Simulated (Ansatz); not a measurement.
`CB(C)O` + H–F → `CB(C)F` + H₂O at 400 K and 1 bar (ligand exchange at a B–O bond).

Gas-phase electronic energies from Ansatz, PBE0-D4/def2-TZVP geometries. CCSD(T)/CBS is the MP2 limit (def2-TZVPP, def2-QZVPP) plus CCSD(T) − MP2 in def2-TZVPP, frozen cores. This one scheme is used for every species. Each species was taken in one conformer, which may not be the lowest.

| species | CCSD(T)/CBS energy (Eh) | H − E (kJ/mol) | S (J/(mol·K)) |
| --- | --- | --- | --- |
| `CB(C)O` | -180.36349 | 271.1 | 347.3 |
| H–F | -100.39570 | 36.5 | 182.2 |
| `CB(C)F` | -204.38401 | 236.3 | 340.2 |
| H₂O | -76.37941 | 69.8 | 198.6 |

H − E and S are ideal-gas, rigid-rotor, harmonic terms from PBE0-D4/def2-TZVP, for one conformer and one mirror image of each species. 1 Eh = 2625.50 kJ/mol, R = 8.31446 J/(mol·K).

Problem. By hand: ΔE, ΔH, ΔS and ΔG.

Solution. ΔE = (-204.38401) + (-76.37941) − (-180.36349) − (-100.39570) = -0.00423 Eh = -11.1 kJ/mol. Δ(H − E) = 236.3 + 69.8 − 271.1 − 36.5 = -1.5, so ΔH = -12.6 kJ/mol. ΔS = 340.2 + 198.6 − 347.3 − 182.2 = 9.3 J/(mol·K). ΔG = -12.6 − 400 × (9.3)/1000 = -16.3 kJ/mol.

Problem. By hand: the equilibrium constant, and the temperature at which ΔG would vanish if ΔH and ΔS stayed fixed.

Solution. log₁₀ K = −ΔG/(RT ln 10) = 2.1. ΔH and −TΔS have one sign here, so there is no such temperature.

The number of gas molecules stays the same, so ΔS is small and ΔH decides. A doubt of 5 kJ/mol in ΔE shifts log₁₀ K by 0.7 here. Other conformers and mirror images would add mixing entropy, several J/(mol·K) or more a flexible species. Modes under 60 cm⁻¹, often nearly free rotors, make the harmonic entropy too high. These are equilibria of isolated gas molecules and say nothing of rates. Largest T1 diagnostic: 0.011 (customary marks: 0.02 for closed shells, 0.045 for open ones).

ΔS is within the doubt of such terms, so its sign, and with it that verdict, could turn.
